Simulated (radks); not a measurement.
Lu6+, configuration [Kr] 4d10 4f13 5s2 5p4 (the NIST ground configuration). Method: scalar-relativistic Kohn-Sham, BLYP, spin-polarised, spherical densities, finite nucleus; open shells are filled with parallel spins first (spin-orbit coupling, left out, can overturn this in heavy ions); Fermi nuclear charge, rms radius 5.37 fm; computed with a radial shooting solver on a logarithmic mesh with Libxc functionals.

Radial electron density D(r) = 4 pi r^2 rho(r):

```
   r/bohr * D(r) (the largest magnitude, 127, reaches the edge; | marks zero)
 0.003205 |              *
 0.004207 |                   *
 0.005566 |                          *
 0.007306 |                                 *
 0.009589 |                                      *
  0.01269 |                                         *
  0.01665 |                                       *
  0.02186 |                                     *
  0.02892 |                                     *
  0.03796 |                                           *
  0.04983 |                                                    *
  0.06593 |                                                      *
  0.08654 |                                              *
   0.1136 |                                          *
   0.1503 |                                                *
   0.1973 |                                             *
    0.261 |                            *
   0.3426 |                        *
   0.4497 |                            *
    0.595 |                     *
    0.781 |           *
    1.025 |     *
    1.356 |  *
     1.78 |*
    2.337 *
    3.092 *
    4.059 *
```

D(r) has 4 maxima, at r = 0.0132, 0.0594, 0.165, 0.446 bohr, and minima at 0.0252, 0.108, 0.316 bohr, inside which lie 1.91, 11.13, 29.80 electrons.
